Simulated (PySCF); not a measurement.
# A single-point calculation

[Lu(NH2)2]+ (singlet in the valence; each metal's 4f electrons, 14 of them, lie in its core potential, out of spins and levels). PySCF 2.14.0, RKS PBE0, Lu lcecp-1-SVP with ECP60, N def2-SVP, H def2-SVP; non-relativistic Hamiltonian with scalar-relativistic core potentials where named; density fitting; no spin-orbit coupling. Purpose: finer grid at the relaxed geometry.

```python
mol = gto.M(atom='''
Lu    -0.00000     0.00000    -0.25947
N      1.60674     0.16273     0.96318
H      1.53356     0.17008     1.98282
H      2.60109     0.25281     0.74709
N     -1.60674    -0.16273     0.96318
H     -1.53356    -0.17008     1.98282
H     -2.60109    -0.25281     0.74709''',
    basis={'Lu': 'lcecp-1-SVP', 'N': 'def2-SVP', 'H': 'def2-SVP'},
    ecp={'Lu': 'lcecp-1-SVP'},
    charge=1, spin=0)
mf = dft.RKS(mol, xc='PBE0')
mf.grids.atom_grid = (75, 302)  # f atoms: unpruned, at least (60, 302)
mf = mf.density_fit()  # fitting sets: Lu AutoAux, N def2-universal-JKFIT, H def2-universal-JKFIT
mf.conv_tol = 1e-09; mf.max_cycle = 55
mf.kernel(dm0)  # dm0: converged density of the relaxed state
mf.nuc_grad_method().kernel()
```

Run from Python with OMP_NUM_THREADS=2; the lines above give its settings. Where DIIS fails, smearing, a level shift and second-order steps follow.
It took 8.3 s on 2 threads of Arm Neoverse V2, with other jobs on the host, with gradient, populations and further properties, from an already converged density.

Problem. Where do the frontier levels lie, over both spins?

Solution. HOMO -11.77 eV, LUMO -7.05 eV. The 4f levels lie in the core potential and are missing.

Problem. What are the Mulliken charges and spins?

Solution. 
| atom | charge (e) | spin (e) |
| --- | --- | --- |
| Lu1 | 1.156 | 0.000 |
| N2 | -0.445 | 0.000 |
| H3 | 0.188 | 0.000 |
| H4 | 0.179 | 0.000 |
| N5 | -0.445 | 0.000 |
| H6 | 0.188 | 0.000 |
| H7 | 0.179 | 0.000 |

Problem. What forces act on the atoms (eV/Å)?

Solution. 
```
Lu   0.00  0.00  0.00
N    0.00  0.00 -0.01
H    0.00  0.00  0.01
H    0.00  0.00  0.00
N    0.00  0.00 -0.01
H    0.00  0.00  0.01
H    0.00  0.00  0.00
```
Forces carry noise of the integration grid, about 0.01 to 0.03 eV/Å.

An lcecp potential fixes the number of 4f electrons, so in runs with it no electron can move into or out of that shell.
